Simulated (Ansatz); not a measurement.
Relaxation of C2H7AlOSi (12 atoms, charge 0, multiplicity 1), to a largest force component of 0.02 eV/Å in at most 40 steps.

These are results of Ansatz, UKS B3LYP/STO-3G, not measurements.

```xyz
12
Properties=species:S:1:pos:R:3:forces:R:3
C -1.482 1.337 -0.379 -3.11 3.17 -1.33
C -1.183 0.520 -1.348 2.66 -3.24 -0.45
Al 0.124 -0.893 -1.040 0.78 -0.58 0.33
Si 1.269 -1.080 1.082 -4.55 -1.15 -1.08
O 2.068 0.339 1.416 2.80 0.69 0.62
H -1.092 1.344 0.600 0.81 -0.23 1.89
H -2.241 2.153 -0.593 0.85 -0.62 0.72
H -1.593 0.611 -2.337 -0.82 0.48 -0.73
H 0.535 -1.898 -2.153 -0.48 0.72 0.50
H 2.125 -2.230 1.090 0.63 0.01 0.36
H 0.159 -1.308 2.137 1.48 0.09 -0.95
H 1.388 1.050 1.558 -1.04 0.67 0.13
```

Q: Where does it end, and by what steps?

A: It converged. The force dipped under the threshold on the way, but the program's further checks kept it going. Limits of this set-up: minimal basis. After 20 steps the energy has fallen by 0.700 eV; H11 moved furthest, 0.49 Å.

| step | energy less start (eV) | largest force component (eV/Å) | accepted |
| --- | --- | --- | --- |
| 0 | 0.0000 | 4.552 | yes |
| 1 | -0.5437 | 1.451 | yes |
| 2 | -0.6134 | 1.009 | yes |
| 3 | -0.6713 | 0.790 | yes |
| 4 | -0.6900 | 0.257 | yes |
| 5 | -0.6931 | 0.097 | yes |
| 6 | -0.6963 | 0.028 | yes |
| 7 | -0.6967 | 0.033 | yes |
| 8 | -0.6972 | 0.007 | yes |
| 9 | -0.6977 | 0.048 | yes |
| 10 | -0.6980 | 0.055 | yes |
| 11 | -0.6985 | 0.080 | yes |
| 12 | -0.6988 | 0.066 | yes |
| 13 | -0.6991 | 0.038 | yes |
| 14 | -0.6993 | 0.021 | yes |
| 15 | -0.6994 | 0.023 | yes |
| 16 | -0.6995 | 0.028 | yes |
| 17 | -0.6996 | 0.025 | yes |
| 18 | -0.6997 | 0.015 | yes |
| 19 | -0.6997 | 0.015 | yes |
| 20 | -0.6997 | 0.019 | yes |

```xyz
12
Properties=species:S:1:pos:R:3
C -1.386 1.461 -0.479
C -1.108 0.477 -1.348
Al 0.064 -0.985 -0.987
Si 1.230 -1.082 1.012
O 1.870 0.412 1.634
H -0.944 1.504 0.528
H -2.073 2.293 -0.695
H -1.620 0.551 -2.323
H 0.177 -2.061 -2.032
H 2.414 -1.913 0.915
H 0.414 -1.711 2.047
H 1.037 0.997 1.762
```

Time of the run: 74 s on 1 thread of Intel(R) Xeon(R) Platinum 8375C CPU @ 2.90GHz (Ice Lake) (shared host), peak memory 0.19 GiB.
